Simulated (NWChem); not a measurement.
Molecule: CH4OSi; SMILES O=C[SiH3]

```xyz
7

O     -0.3448    -1.6867     0.0000
C      0.4833    -0.8113     0.0000
Si    -0.0646     1.0477     0.0000
H      1.5795    -1.0718     0.0000
H     -0.8896     1.2838     1.2198
H     -0.8896     1.2838    -1.2198
H      1.1235     1.9530     0.0000
```
Atoms are numbered in this order, from 1.

Level: PBE0/def2-SVP (NWChem), optimised geometry, unscaled harmonic frequencies. 

| frequency (cm⁻¹) | IR intensity (km/mol) |
|---|---|
| 24 | 3.6 |
| 271 | 14.4 |
| 503 | 19.7 |
| 561 | 21.6 |
| 742 | 39.0 |
| 896 | 163.1 |
| 903 | 28.3 |
| 931 | 43.0 |
| 938 | 37.9 |
| 1389 | 21.0 |
| 1825 | 130.6 |
| 2236 | 56.5 |
| 2252 | 75.6 |
| 2257 | 84.6 |
| 2848 | 149.6 |

- zero-point energy = 26.5 kcal/mol
- thermal correction to the enthalpy at 298.15 K (with zero-point energy) = 30.2 kcal/mol
- heat capacity Cv = 14.8 cal/(mol K)
- entropy at 298.15 K and 1 atm (symmetry number 1) = 71.3 cal/(mol K)
- dipole moment = 2.00 D

Rigid rotor and harmonic oscillator; modes under 100 cm⁻¹ make the entropy uncertain.
